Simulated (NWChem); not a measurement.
System meant: BH, singlet; SMILES [BH]

Here is an NWChem input.

```
start job
memory heap 200 mb stack 900 mb global 1100 mb
geometry units angstroms noautoz
  B      0.000000     0.000000     0.237857
  H      0.000000     0.000000    -1.014396
end
basis spherical
  B library def2-svp
  H library def2-svp
end
dft
  xc xpbe96 cpbe96
  iterations 4
  mulliken
end
task dft energy
```

End of the output:

```
    Atom       Charge   Shell Charges
 -----------   ------   -------------------------------------------------------
    1 B    5     4.94   1.98  1.00  0.71  0.74  0.47  0.03
    2 H    1     1.06   0.66  0.37  0.04

 center of mass
 --------------
 x =   0.00000000 y =   0.00000000 z =   0.19594154

 moments of inertia (a.u.)
 ------------------
           5.170423550438           0.000000000000           0.000000000000
           0.000000000000           5.170423550438           0.000000000000
           0.000000000000           0.000000000000           0.000000000000

     Multipole analysis of the density
     ---------------------------------

     L   x y z        total         alpha         beta         nuclear
     -   - - -        -----         -----         ----         -------
     0   0 0 0     -0.000000     -3.000000     -3.000000      6.000000

     1   1 0 0     -0.000000     -0.000000     -0.000000      0.000000
     1   0 1 0     -0.000000     -0.000000     -0.000000      0.000000
     1   0 0 1     -0.605804     -0.302902     -0.302902      0.000000

     2   2 0 0     -4.977081     -2.488541     -2.488541      0.000000
     2   1 1 0     -0.000000     -0.000000     -0.000000      0.000000
     2   1 0 1     -0.000000     -0.000000     -0.000000      0.000000
     2   0 2 0     -4.977081     -2.488541     -2.488541      0.000000
     2   0 1 1     -0.000000     -0.000000     -0.000000      0.000000
     2   0 0 2     -7.605164     -6.135882     -6.135882      4.666600

 ------------------------------------------------------------------------
 dft energy failed                                                                                  0
 ------------------------------------------------------------------------
 ------------------------------------------------------------------------
  current input line :
    16: task dft energy
 ------------------------------------------------------------------------
 ------------------------------------------------------------------------
 This type of error is most commonly associated with calculations not reaching convergence criteria
 ------------------------------------------------------------------------
 For more information see the NWChem manual at https://nwchemgit.github.io

0:dft energy failed:Received an Error in Communication
```

What is wrong, and how is it mended?

Convergence was not reached. Cause: the SCF was allowed too few iterations. This input runs:
```
start job
memory heap 200 mb stack 900 mb global 1100 mb
geometry units angstroms noautoz
  B      0.000000     0.000000     0.237857
  H      0.000000     0.000000    -1.014396
end
basis spherical
  * library def2-svp
end
dft
  xc xpbe96 cpbe96
  iterations 150
  mulliken
end
task dft energy
```
It converges to -25.20888 Ha (PBE/def2-SVP).
